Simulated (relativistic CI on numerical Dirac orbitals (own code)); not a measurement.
# Cu³⁺: resonant inelastic scattering at the L2,3 edge

Computed with this model: Dirac-Coulomb-Breit CI, separate exchange-only KLI orbitals for each configuration, model QED, Kramers-Heisenberg scattering through one core-hole configuration in a parametric crystal field, unscaled Slater integrals; configurations [Ar] 3d8 → [He] 2s2 2p5 3s2 3p6 3d9; 300 K; core-hole width 0.4 eV; summed over polarisations. Incident energies are the highest absorption maxima for each field (at most a few, so the weaker spin-orbit partner edge can be absent), on the computed scale of the free ion. Intensities are in per cent of the strongest line above 0.02 eV; levels within 1 cm⁻¹ are merged; final levels count from the ground level, the first row holds all elastic scattering, lines under 0.4 are left out and each table stops after 24 rows. The scale of the Slater integrals is a model choice and moves the terms in proportion.

Field parameters in Wybourne normalisation: Oh B⁴₀ = 21Dq, B⁴₄ = √(5/14) B⁴₀. The field is a parameter set, without covalency.

S is read from ⟨S²⟩ = S(S + 1).

Oh, 10Dq = 4100 cm⁻¹:

| Final level (eV) | Degeneracy | Irrep | S | 933.8 eV | 934.7 eV | 937.5 eV |
| --- | --- | --- | --- | --- | --- | --- |
| 0.000 | 3 | T2 | 1.00 | 179.5 | 299.1 | 21.7 |
| 0.461 | 2 | E | 1.00 | 40.0 | 66.9 | 11.6 |
| 0.493 | 3 | T1 | 1.00 | 43.6 | 70.6 | 28.3 |
| 0.593 | 3 | T2 | 1.00 | 46.6 | 100.0 | 12.6 |
| 0.610 | 1 | A2 | 1.00 | 13.3 | 0.4 | 3.1 |
| 0.776 | 1 | A1 | 1.00 | 18.5 | 4.3 | 9.6 |
| 0.892 | 3 | T1 | 1.00 | 36.5 | 12.4 | 13.9 |
| 1.046 | 3 | T2 | 1.00 | 7.2 | 1.2 | 2.3 |
| 1.069 | 2 | E | 0.99 | 7.9 | 18.9 | 0.4 |
| 2.612 | 2 | E | 0.08 | 17.1 | 2.2 | 30.5 |
| 2.970 | 3 | T2 | 0.23 | 12.6 | 6.3 | 5.9 |
| 3.411 | 2 | E | 0.98 | 5.2 | 14.2 | 4.5 |
| 3.451 | 3 | T2 | 0.91 | 5.5 | 45.8 | 3.3 |
| 3.507 | 3 | T1 | 1.00 | 5.1 | 0.5 | 0.8 |
| 3.548 | 1 | A1 | 1.00 | 0.0 | 0.0 | 4.8 |
| 3.990 | 1 | A1 | 0.01 | 0.1 | 0.1 | 36.1 |
| 4.135 | 3 | T1 | 0.00 | 0.2 | 0.7 | 82.2 |
| 4.370 | 2 | E | 0.01 | 1.4 | 0.8 | 34.7 |
| 4.471 | 3 | T2 | 0.00 | 0.6 | 5.7 | 34.2 |

Oh, 10Dq = 9300 cm⁻¹:

```
Final level (eV)  Degeneracy  Irrep     S  934.5 eV  935.6 eV  956.7 eV
           0.000           3     T2  1.00     192.5      36.9      35.1
           1.106           2      E  1.00      19.3      39.9       4.2
           1.133           3     T1  1.00      39.8      44.7      33.1
           1.206           3     T2  1.00     100.0      16.8      18.8
           1.232           1     A2  1.00      12.9       0.2       3.6
           1.841           1     A1  1.00       8.8       1.6       7.6
           1.936           3     T1  1.00      23.2      12.3       5.0
           2.075           2      E  0.97      11.1      23.2       2.5
           2.087           3     T2  1.00      12.4       2.3       9.2
           2.746           2      E  0.10      10.7       0.6      34.8
           3.721           3     T2  0.18       9.8       0.9       6.7
           4.233           2      E  1.00      16.8       6.7      16.3
           4.279           3     T2  0.93      10.8       6.3       9.7
           4.301           1     A1  0.25       0.1       0.2      31.2
           4.333           3     T1  1.00       5.2       0.8      14.8
           4.386           1     A1  0.89       0.0       0.0      20.1
           4.758           3     T1  0.01       0.5       1.0      80.0
           5.517           2      E  0.01       2.3       1.0       9.1
           5.616           3     T2  0.00       1.1       0.9       9.0
```

Oh, 10Dq = 14500 cm⁻¹:

```csv
Final level (eV),Degeneracy,Irrep,S,935 eV,938.1 eV,957.2 eV
0.000,3,T2,1.00,194.9,28.9,33.0
1.748,2,E,0.99,23.3,12.0,3.5
1.775,3,T1,1.00,60.9,20.2,26.3
1.841,3,T2,1.00,100.0,34.1,16.0
1.869,1,A2,1.00,13.1,1.3,0.4
2.712,2,E,0.24,19.7,34.8,27.1
2.843,1,A1,1.00,7.1,9.5,7.5
2.928,3,T1,1.00,14.1,4.9,2.1
3.060,3,T2,1.00,17.1,16.1,1.9
3.125,2,E,0.91,12.2,2.3,13.6
4.440,3,T2,0.10,10.6,4.8,9.5
4.560,1,A1,0.01,0.1,24.9,42.4
5.173,2,E,1.00,19.2,10.8,8.9
5.206,3,T2,0.96,14.2,16.5,5.6
5.251,3,T1,0.98,5.6,13.2,4.4
5.288,1,A1,1.00,0.0,2.1,4.9
5.400,3,T1,0.07,1.2,44.3,64.8
6.750,2,E,0.00,2.6,1.7,4.5
6.831,3,T2,0.00,1.1,1.6,5.6
```

For the first field the strongest loss at the lowest incident energy is the level at 0.59 eV (S = 1.00, against 1.00 in the thermal ground state). Levels of other spin, the first over 8 % at 2.61 eV, appear because spin-orbit coupling of the core hole, and in heavier ions of the valence shell too, mixes spins.
